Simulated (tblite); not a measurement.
C₅H₁₁N₃Si.
Atom-mapped SMILES: `[CH3:1][CH:2]([CH3:3])[n:4]1[n:5][n:6][cH:7][c:8]1[SiH3:9]` (hydrogens: H10, H11, H12 on C1; H13 on C2; H14, H15, H16 on C3; H17 on C7; H18, H19, H20 on Si9)

Computed geometry: GFN2-xTB, gas phase.

(1) List the bond lengths, angles and torsions at this level.

Results:

(1) 
```json
{"bond": "C1–C2, C2–C3", "length (Å)": "1.527", "order": "single"}
{"bond": "C2–N4", "length (Å)": "1.444", "order": "single"}
{"bond": "N4–N5", "length (Å)": "1.324", "order": "aromatic"}
{"bond": "N5–N6", "length (Å)": "1.282", "order": "aromatic"}
{"bond": "N6–C7", "length (Å)": "1.340", "order": "aromatic"}
{"bond": "C7–C8", "length (Å)": "1.387", "order": "aromatic"}
{"bond": "C8–Si9", "length (Å)": "1.867", "order": "single"}
{"bond": "N4–C8", "length (Å)": "1.357", "order": "aromatic"}
{"bond": "C1–H10 and 5 like bonds", "length (Å)": "1.087", "order": "single"}
{"bond": "C2–H13", "length (Å)": "1.096", "order": "single"}
{"bond": "C7–H17", "length (Å)": "1.070", "order": "single"}
{"bond": "Si9–H18, Si9–H19, Si9–H20", "length (Å)": "1.464", "order": "single"}
```

Bonds in one row agree within 0.01 Å and their mean is given. Orders are formal, as drawn. A selection of angles:
```json
{"angle": "C2–C1–H10", "degrees": "109.4"}
{"angle": "C2–C1–H12", "degrees": "110.5"}
{"angle": "H10–C1–H11", "degrees": "109.2"}
{"angle": "C1–C2–C3", "degrees": "111.5"}
{"angle": "C1–C2–N4", "degrees": "109.2"}
{"angle": "C1–C2–H13", "degrees": "110.0"}
{"angle": "N4–C2–H13", "degrees": "107.1"}
{"angle": "C2–N4–N5", "degrees": "120.5"}
{"angle": "C2–N4–C8", "degrees": "128.8"}
{"angle": "N5–N4–C8", "degrees": "110.7"}
{"angle": "N4–N5–N6", "degrees": "108.9"}
{"angle": "N5–N6–C7", "degrees": "108.7"}
{"angle": "N6–C7–C8", "degrees": "109.0"}
{"angle": "N6–C7–H17", "degrees": "121.9"}
{"angle": "C8–C7–H17", "degrees": "129.1"}
{"angle": "C7–C8–Si9", "degrees": "131.0"}
{"angle": "N4–C8–C7", "degrees": "102.6"}
{"angle": "N4–C8–Si9", "degrees": "126.4"}
{"angle": "C8–Si9–H18", "degrees": "108.9"}
{"angle": "C8–Si9–H19", "degrees": "107.8"}
{"angle": "H18–Si9–H19", "degrees": "111.1"}
{"angle": "H18–Si9–H20", "degrees": "109.3"}
```

Torsions: C1–C2–N4–N5 -60° (synclinal).

N6 (pyridine-type nitrogen) is bent (angle 108.7°). The 2 N–N bonds span 1.282 Å (N5–N6, aromatic) to 1.324 Å (N4–N5, aromatic), a spread of 0.042 Å. Si9 (SiH3 silicon) is tetrahedral (angles from 107.8° to 111.1°). N4 (pyrrole-type nitrogen) is planar (angles 128.8°, 120.5° and 110.7°, sum 360.0°, 0.00 Å off the plane of its three neighbours). The C–C distances run from 1.387 Å (C7–C8, aromatic) to 1.527 Å (C2–C3, drawn single), a spread of 0.140 Å. Of the pairs four or more bonds apart, Si9···H13 is among the closest relative to their van der Waals radii: 2.81 Å, 85 % of the sum of Bondi's values. The 3 C–N bonds span 1.340 Å (N6–C7, aromatic) to 1.444 Å (C2–N4, drawn single), a spread of 0.104 Å.

Its lowest GFN2-xTB frequency is 4i cm⁻¹, too small to tell a flat minimum from a shallow saddle. The numbers are those of one conformer.

The run took 2.2 s of wall time on one thread of an Arm Neoverse N1, shared host. That covers the optimisation of the geometry.
